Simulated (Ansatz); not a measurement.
A nudged elastic band was laid between two geometries of F3H2NTi + H2S (10 atoms, charge 0, multiplicity 1).

These are results of Ansatz 0.2.0, RKS B3LYP-D4/def2-SVP, not measurements.

- movable images: 5
- climbing image: yes
- spring: 5.0 eV/Å²
- optimiser: quadratic models (default)
- start path: through a guess of the saddle point
- force threshold: 0.05 eV/Å
- iteration limit: 60
- end points: relaxed

First end point:

```xyz
10
Properties=species:S:1:pos:R:3
Ti 0.425 -0.083 -0.001
N 0.190 0.139 1.809
H 0.892 0.046 2.542
H -0.727 0.420 2.175
F 1.875 -1.021 -0.246
F 0.584 1.482 -0.782
F -1.049 -0.825 -0.630
S -3.318 0.231 1.738
H -2.841 -0.252 0.566
H -3.257 -0.988 2.322
```

Last end point:

```xyz
10
Properties=species:S:1:pos:R:3
Ti -0.300 0.202 -0.063
N -0.572 -0.582 2.094
H -1.222 -1.366 2.175
H 0.346 -0.921 2.391
F 0.901 1.189 0.760
F -0.225 0.837 -1.686
F 0.137 -1.483 -0.314
S -2.561 0.791 0.065
H -2.871 0.349 1.305
H -0.858 0.133 2.766
```

(1) Which bonds break or form, and what moves?

(2) Give the energies along the band, and the barrier.

(3) What is the geometry of the highest image?

(4) What are the harmonic wavenumbers there?

Answers

(1) Bonds broken: S8–H10. Bonds formed: Ti1–S8, N2–H10. F3H2NTi + H2S becomes F3H4NSTi.

(2) The run converged. The highest image is number 3 of 0 to 6, 0.56 eV above the first end and 1.28 eV above the last; the last end lies 0.73 eV below the first. A vibrational analysis at the climbing image gives one clearly imaginary mode, 1046i cm⁻¹: a first-order saddle point. The orbitals stay closed-shell, which can raise the energy where a bond breaks towards radicals; this wasn't checked here.

```
image  path coordinate (Å)  energy (eV)  S8–H10 (Å)  Ti1–S8 (Å)  N2–H10 (Å)
    0                 0.00         0.00        1.35        4.14        3.66
    1                 1.47         0.01        1.35        3.67        3.62
    2                 2.95         0.07        1.35        3.47        2.85
    3                 4.42         0.56        1.57        2.80        1.41
    4                 6.40        -0.51        2.79        2.38        1.02
    5                 8.37        -0.69        3.08        2.34        1.02
    6                10.35        -0.73        3.26        2.34        1.02
```

(3) 
```xyz
10
Properties=species:S:1:pos:R:3
Ti -0.146 -0.109 0.108
N -0.301 -0.154 2.119
H -0.031 -1.035 2.565
H 0.181 0.606 2.608
F 1.471 -0.779 0.082
F 0.122 1.440 -0.627
F -0.988 -1.357 -0.769
S -2.691 0.770 0.865
H -3.204 -0.462 0.643
H -1.639 0.231 1.898
```

(4) 1046i, 76, 102, 143, 171, 199, 219, 237, 248, 419, 458, 515, 575, 617, 670, 752, 793, 845, 1262, 1377, 1507, 2676, 3464, 3559 cm⁻¹.

Time of the run: 5.6 min on 4 threads of Arm Neoverse V2 (shared host), peak memory 0.37 GiB.
